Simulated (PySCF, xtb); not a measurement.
## Isomers of BClH4Si2 in order of energy

6 gas-phase structures of BClH4Si2, found in a search over its isomers (lower ones may exist). Each was relaxed with GFN2-xTB:

A. `B[SiH2][Si]Cl`, a singlet
B. a singlet given by its coordinates
C. `B[Si][SiH2]Cl`, a singlet
D. a singlet given by its coordinates
E. `[SiH2+]/[BH-]=[SiH]\Cl`, a singlet
F. `[SiH2+]/[BH-]=[SiH]/Cl`, a singlet

D (Å):

```xyz
8

B    -1.7153   -1.6122    2.6125
Cl   -0.6256    3.7566    2.2078
Si   -1.7697    0.1940    2.0887
Si   -0.4693    1.8236    2.8563
H    -2.4449   -2.4081    2.1520
H    -0.9389   -1.9667    3.4194
H    -2.6551    0.8555    1.1002
H     0.6171    1.9374    3.8243
```

Close contacts (Å): B1–Si3 1.88, Cl2–Si4 2.04, Si3–Si4 2.22, B1–H5 1.17, B1–H6 1.17, Si3–H7 1.48, Si4–H8 1.46.

B (Å):

```xyz
8

B    -2.4345   -0.9159    3.4390
Cl   -1.8384    2.4502    3.8619
Si   -1.4856    0.6149    2.8942
Si    0.0582    1.0614    1.3604
H    -2.2299   -1.9335    2.8937
H    -3.2221   -0.8767    4.3075
H     0.5959    0.0454    0.4502
H     0.7653    2.2922    0.9855
```

Close contacts (Å): B1–Si3 1.88, Cl2–Si3 2.10, Si3–Si4 2.22, B1–H5 1.17, B1–H6 1.17, Si4–H7 1.47, Si4–H8 1.47.

Question: Make a reasoned guess at their ranking by r2SCAN-D4/def2-SVP single-point energy.

Answer: Calculated order at r2SCAN-D4/def2-SVP: F (0.0), E (0.3), D (5.1), B (9.0), A (14.4), C (26.7) kcal/mol. Less than 1 kcal/mol parts F and E, so the order within that pair means little.

Energies above the lowest of each column, in kcal/mol; the last columns are at B3LYP/6-31G* geometries and were run for some of them only (a dash: not run or not comparable):

```
structure  GFN2-xTB  HF/STO-3G  r2SCAN-D4/def2-SVP  B3LYP/6-31G*  CCSD(T)/def2-SVP + ΔMP2/def2-TZVPP
        F       2.0       43.2                 0.0           0.0                                 0.0
        E       0.0       42.0                 0.3           2.8                                 3.1
        D      17.4       40.8                 5.1           3.3                                 5.9
        B      15.8       40.5                 9.0             –                                   –
        A      16.4        0.0                14.4             –                                   –
        C      11.0       49.5                26.7             –                                   –
```

CCSD(T)/def2-SVP + ΔMP2/def2-TZVPP puts F lowest of those it was run on; GFN2-xTB picks E, HF/STO-3G picks A. Some further structures that were screened fall inside this span and aren't listed. Flexible structures stand in one conformer each, not always the lowest. Frequencies (GFN2-xTB) were run for D, E, F alone. ΔMP2 is the change of the MP2 energy from the smaller to the larger basis.

Over these structures GFN2-xTB departs from r2SCAN-D4/def2-SVP by 6.1 kcal/mol on average once a common shift is removed. A GFN2-xTB relaxation took about 0.11 s and the r2SCAN-D4/def2-SVP energy about 9.3 s on a shared host (PySCF 2.14.0, xtb 6.7.1 (Pople sets with spherical d functions)).
